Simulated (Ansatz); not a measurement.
A made-up structure of NaBH₂Se, closed shell:

```
atom    x (Å)    y (Å)    z (Å)
  B1  -0.5216   0.1065  -0.2726
 Se2   0.6375  -1.2897  -0.7915
 Na3   1.7140  -0.0126   1.2239
  H4   0.4265  -2.7840  -0.8438
  H5  -0.2635   0.8702   0.6542
```

It is relaxed with PBE-D4/def2-SVP and then PBE0-D4/def2-TZVP (Ansatz 0.2.0). Atoms count as bonded within 1.22 times the sum of their covalent radii (H–H: 0.88 Å). The end point is not checked to be a true minimum.

Task: Does its bonding change? (Judge from chemistry; the calculation decides.)

Result: Computed: Yes. Formed: none; broken: Se2–Na3, Na3–H5.

Where it ends: The first stage lowers the energy by 1.44 eV in 13 steps. It ends as NaBH₂Se ([Na][BH][SeH]):
```tsv
atom	x (Å)	y (Å)	z (Å)
B1	0.2348	-0.0296	0.1163
Se2	-0.1126	-1.3059	-1.2770
Na3	1.5905	-0.2583	2.1543
H4	0.6525	-2.4779	-0.8093
H5	-0.3723	0.9623	-0.2140
```

Labels in which every atom is bracketed show which atoms are joined, not bond orders.

For scale, one of the runs: PBE0-D4/def2-TZVP relaxation, 123 basis functions, launched by `ansatz run in.yaml --threads 2 --pin off --events-out ev --progress --plain --max-ram 4352MiB`. The run took about 59 s on 2 CPU threads of an Arm Neoverse V2 (shared host).
